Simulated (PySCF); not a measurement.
Cd(Br)(SH) (BrCdHS), SMILES [SH][Cd][Br].

Coordinates come from a PBE0-D3(BJ)/def2-TZVP optimisation. The def2 effective core potentials stand for the cores of Cd; spin–orbit coupling is left out. Other conformers were not sampled.

The numbers are results of PySCF with PBE0/def2-TZVPD, not measurements.

Symmetry labels are those of the subgroup Cs that the program uses (full group Cs).

Computed valence orbital energies around the gap with their symmetry:
```json
[
 {"orbital": "HOMO−7", "symmetry": "A\"", "energy (eV)": "-16.00"},
 {"orbital": "HOMO−6", "symmetry": "A'", "energy (eV)": "-15.98"},
 {"orbital": "HOMO−5", "symmetry": "A'", "energy (eV)": "-11.41"},
 {"orbital": "HOMO−4", "symmetry": "A'", "energy (eV)": "-10.05"},
 {"orbital": "HOMO−3", "symmetry": "A'", "energy (eV)": "-8.88"},
 {"orbital": "HOMO−2", "symmetry": "A\"", "energy (eV)": "-8.41"},
 {"orbital": "HOMO−1", "symmetry": "A'", "energy (eV)": "-8.36"},
 {"orbital": "HOMO", "symmetry": "A\"", "energy (eV)": "-7.59"},
 {"orbital": "LUMO", "symmetry": "A'", "energy (eV)": "-1.91"},
 {"orbital": "LUMO+1", "symmetry": "A'", "energy (eV)": "-0.88"},
 {"orbital": "LUMO+2", "symmetry": "A\"", "energy (eV)": "-0.53"},
 {"orbital": "LUMO+3", "symmetry": "A'", "energy (eV)": "0.19"}
]
```
